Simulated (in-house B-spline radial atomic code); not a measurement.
Inner levels of gold as electrons are removed. A shift is the extra binding of the orbital against the neutral atom ([Xe] 4f14 5d10 6s1). Computed with an all-electron radial atomic-structure program (B-spline basis): non-relativistic Hartree-Fock, average of the configuration, point nuclei.

This level leaves out relativity, spin-orbit splitting included, which matters for heavy ions.

| ion | configuration | shift of 3d (eV) | shift of 1s (eV) | shift of 2p (eV) | radius of 3d (bohr) | radius of 1s (bohr) | radius of 2p (bohr) | Σ<r²> (bohr²) | change of density at nucleus (bohr⁻³) |
| --- | --- | --- | --- | --- | --- | --- | --- | --- | --- |
| Au33+ | [Kr] 4d10 | 1272.6 | 1266.4 | 1276.63 | 0.16801 | 0.019164 | 0.068285 | 4.1533 | 120.95 |
| Au34+ | [Kr] 4d9 | 1340.61 | 1340.86 | 1350.08 | 0.16804 | 0.019164 | 0.068275 | 3.9226 | 172.56 |
| Au35+ | [Kr] 4d8 | 1409.53 | 1416.5 | 1424.64 | 0.16785 | 0.019164 | 0.068265 | 3.6981 | 225.42 |
| Au36+ | [Kr] 4d7 | 1479.36 | 1493.3 | 1500.31 | 0.16765 | 0.019164 | 0.068254 | 3.4797 | 279.52 |
| Au37+ | [Kr] 4d6 | 1550.08 | 1571.28 | 1577.09 | 0.16744 | 0.019164 | 0.068243 | 3.267 | 334.89 |
| Au38+ | [Kr] 4d5 | 1621.7 | 1650.43 | 1654.98 | 0.16723 | 0.019164 | 0.068232 | 3.0599 | 391.49 |
| Au39+ | [Kr] 4d4 | 1694.21 | 1730.75 | 1733.97 | 0.16701 | 0.019164 | 0.06822 | 2.8582 | 449.35 |
| Au40+ | [Kr] 4d3 | 1767.6 | 1812.24 | 1814.06 | 0.16679 | 0.019164 | 0.068208 | 2.6617 | 508.46 |
| Au41+ | [Kr] 4d2 | 1841.88 | 1894.89 | 1895.24 | 0.16656 | 0.019164 | 0.068195 | 2.4701 | 568.84 |
